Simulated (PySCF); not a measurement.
(E)-3-methoxyprop-2-en-1-amine (C4H9NO), SMILES O(C)/C=C/CN.

Geometry: PBE0-D3(BJ)/def2-SVP. The values are those of a single conformer.

Vertical ionisation energy (IE) and electron affinity (EA) in eV. Rows of orbital energies are one-electron estimates. Where ΔSCF, EOM or ADC give a negative EA the extra electron is unbound and the value depends on the basis.

```tsv
level	IE	EA
−ε(HOMO), −ε(LUMO), ωB97X/def2-TZVP (PySCF)	[?]	[?]
−ε(HOMO), −ε(LUMO), PBE/def2-TZVP (PySCF)	5.08	0.21
```

**Question.** Complete the blanks. (Estimate from the structure and the level; the computed values follow.)

**Answer.** 
- −ε(HOMO), −ε(LUMO), ωB97X/def2-TZVP (PySCF), IE: 8.70
- −ε(HOMO), −ε(LUMO), ωB97X/def2-TZVP (PySCF), EA: -2.90
